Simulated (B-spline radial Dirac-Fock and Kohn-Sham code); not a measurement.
**Relativistic shifts of the levels of P⁵⁺**

System: phosphorus as P⁵⁺, configuration [He] 2s2 2p6.

Both columns are ΔSCF binding energies of the configuration average from a radial atomic solver: non-relativistic Hartree-Fock with a point nucleus, and Dirac-Fock with a finite nucleus and the Coulomb interaction alone, averaged over the two j levels with weights 2j+1.

```
shell  Hartree-Fock (eV)  Dirac-Fock (eV)  shift (eV)  shift (%)
   1s             2233.8           2240.3       +6.53      +0.29
   2s              276.6            277.7       +1.11      +0.40
   2p              219.1            219.2       +0.07      +0.03
```

Relativity binds 1s, 2s, 2p more strongly, among those listed most of all 2s in relative terms.

Values without a named source are computed, but for edge energies of neutral atoms, which are taken from tables.
